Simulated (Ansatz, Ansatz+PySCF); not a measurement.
```xyz
2

Si    0.0000    0.0000    0.0000
S     0.0000    0.0000    2.0255
```

Basis set: def2-SVP (spherical functions). Correlated methods keep 10 orbitals frozen. Charge 0, multiplicity 1.

Computed with Ansatz (development build ahead of 0.2.0); each method stands on the lowest determinant of its kind that the runs found. Restricted open shells among the atoms or ions are ROHF, correlated in semicanonical orbitals with singles.

(1) Give the atomization energy at this shape (free ground-state atoms in the same class of orbitals less the molecule, no zero-point energy) of singlet SiS by RHF-CCSD(T), UHF-MP2, RHF, UHF.

Results:

(1)

```csv
method,atomization energy
RHF-CCSD(T),129.29 kcal/mol
UHF-MP2,132.17 kcal/mol
RHF,86.89 kcal/mol
UHF,82.41 kcal/mol
```
